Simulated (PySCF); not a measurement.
**Magnetisability: `C([C@](C)(F)Br)C(=O)O`, C4H6BrFO2**

Cartesian coordinates in Å; atom numbers follow the order of the lines, from 1:
```xyz
14

C    -1.4975    0.9232    0.4859
C    -0.8904   -0.4579    0.5403
F    -0.6337   -0.8074    1.8322
Br   -2.2362   -1.7878   -0.1032
C     0.3766   -0.6463   -0.2873
C     1.5213    0.2019    0.2434
O     1.4845    1.3854    0.4366
O     2.6013   -0.5422    0.4624
H    -1.8292    1.1467   -0.5246
H    -2.3478    0.9808    1.1629
H    -0.7493    1.6550    0.7876
H     0.1718   -0.3548   -1.3192
H     0.6920   -1.6910   -0.2620
H     3.3359   -0.0060    0.8028
```

The calculation used PySCF 2.14.0, GIAO PBE0/pcSseg-1 magnetisability, rotational g tensor and spin-rotation constants, non-relativistic, gas phase. Geometry: GFN2-xTB.

The calculation is non-relativistic, which matters for the atoms heavier than Zn.

Question: What are the magnetisability and the molar susceptibility?

Answer: Isotropic -1374 × 10⁻³⁰ J/T², or -82.7 × 10⁻⁶ cm³/mol; principal values -1435, -1408, -1279 × 10⁻³⁰ J/T², anisotropy 144 × 10⁻³⁰ J/T² (root of half the summed squared differences of the principal values). The susceptibility is in cgs units.

Question: Split it along the inertial axes a, b, c into diamagnetic and paramagnetic parts about the centre of mass, with the quadrupole moment.

Answer: 
| axis | χ (10⁻⁶ cm³/mol) | diamagnetic (10⁻⁶ cm³/mol) | paramagnetic (10⁻⁶ cm³/mol) | summed x² of all electrons (Å²) | quadrupole Θ (D Å) |
| --- | --- | --- | --- | --- | --- |
| a | -85.6 | -507.2 | 421.6 | 334.6 | +3.97 |
| b | -77.6 | -1599.9 | 1522.3 | 77.1 | -1.57 |
| c | -84.9 | -1746.7 | 1661.7 | 42.5 | -2.40 |

Anisotropies 2χaa − χbb − χcc = -8.6 and 2χbb − χaa − χcc = +15.2 × 10⁻⁶ cm³/mol. Θ is traceless in Buckingham's convention.

Question: And the rotational g tensor?

Answer: 
| axis | rotational constant (GHz) | g | nuclear part | electronic part |
| --- | --- | --- | --- | --- |
| a | 2.9818 | -0.0271 | 0.5634 | -0.5905 |
| b | 0.7056 | -0.0080 | 0.4967 | -0.5046 |
| c | 0.6561 | -0.0050 | 0.5072 | -0.5122 |

Asymmetric top; isotopes 79Br, 12C, 19F, 1H, 16O; no vibrational averaging.
